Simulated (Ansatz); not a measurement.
ClGeH$_{5}$OSi (`Cl[SiH2][O][GeH3]`) at its PBE0-D4/def2-TZVP geometry, where that method's forces vanish. The species carries charge 0 and has multiplicity 1.

```xyz
9

Cl   -0.4429    2.4855   -0.2549
Si   -1.3820    0.6496   -0.2552
O    -0.3006   -0.5363   -0.4430
Ge    1.3290   -0.8709    0.2059
H    -2.0830    0.5480    1.0459
H    -2.3247    0.6264   -1.3925
H     1.3215   -0.5495    1.7083
H     2.3266    0.0096   -0.5559
H     1.5562   -2.3624   -0.0586
```

What forces (eV/Å) does ωB97M-V/def2-TZVPP give on these atoms in Ansatz? (Estimate.)

Computed: 
```
Cl1  0.040  0.033  0.002
Si2 -0.294 -0.021  0.005
O3  -0.028 -0.011 -0.027
Ge4  0.192 -0.058  0.058
H5   0.085  0.011 -0.155
H6   0.113  0.007  0.147
H7  -0.007 -0.020 -0.118
H8  -0.084 -0.066  0.062
H9  -0.017  0.125  0.025
```
